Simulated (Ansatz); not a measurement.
Isolated molecules relaxed with PBE0-D4/def2-TZVP in Ansatz; ΔE leaves out vibrations. CBS: MP2 limit from def2 TZ/QZ plus the TZ coupled-cluster correction, frozen cores. This one scheme is used for every species. Functionals use def2-TZVPP. For Br outer-core shells are correlated without core-valence functions, which leaves a few kJ/mol of doubt a bond. Scalar relativity is left out up to krypton.

Consider the ligand exchange at the Si–S bond: `CS[SiH3]` + HBr → `[SiH3]Br` + CH₃SH.

`CS[SiH3]`:

Z-matrix (Å, degrees):
```
C
S 1 1.816
H 1 1.090 2 106.8
H 1 1.090 2 111.1 3 118.6
H 1 1.090 2 111.1 3 -118.6
Si 2 2.124 1 99.1 3 -180.0
H 6 1.483 2 106.4 1 179.9
H 6 1.488 2 111.1 1 60.0
H 6 1.488 2 111.1 1 -60.2
```

HBr:

Cartesian coordinates in Å:
```
Br -0.022 0.659 0.263
H 0.022 -0.659 -0.263
```

`[SiH3]Br`:

```xyz
5

Si   -0.049   -0.146   -0.055
Br    0.615    1.834    0.695
H    -1.011    0.072   -1.159
H    -0.694   -0.876    1.060
H     1.139   -0.884   -0.541
```

CH₃SH:

```xyz
6

C     0.336    0.344   -0.101
S    -1.270   -0.263    0.459
H     1.146   -0.034    0.523
H     0.301    1.429   -0.004
H     0.516    0.094   -1.146
H    -1.030   -1.569    0.268
```

CCSD(T)/CBS gives -36.2 kJ/mol.

**Question.** Another level gave -34.6 kJ/mol. Which?
A. BLYP-D4/def2-TZVPP
B. BHLYP/def2-TZVPP
C. HF/def2-TZVPP
D. revPBE/def2-TZVPP

**Answer.** D. revPBE -34.6, HF/def2-TZVPP -49.3, BLYP-D4 -30.3, BHLYP -42.4 kJ/mol.

**Question.** What do rigid-rotor, harmonic-oscillator terms from PBE0-D4/def2-TZVP frequencies (298.15 K, 1 bar) make of the CCSD(T)/CBS value? (An estimate is asked.)

**Answer.** The calculation gave: ΔZPE = +5.0 kJ/mol, ΔH = -33.6 kJ/mol, ΔS = 5 J/(mol·K), ΔG = -35.1 kJ/mol.

Largest T1 diagnostic among the species: 0.010.

The D4 term adds +5.3 kJ/mol with B3LYP and +3.0 kJ/mol with PBE0; it sums over pairs of atoms, weighted by their polarisabilities, and B3LYP, whose exchange is more repulsive, gets the larger term. Leaving LDA and LC-ωPBE aside and taking each functional with its dispersion term where it has one, the values, not all of them listed here, spread over 12.0 kJ/mol, from BHLYP-D4 to revPBE-D4. LDA lies +5.2 kJ/mol from PBE without D4.

B3LYP here is the variant with VWN-RPA as its local correlation; programs differ in this.
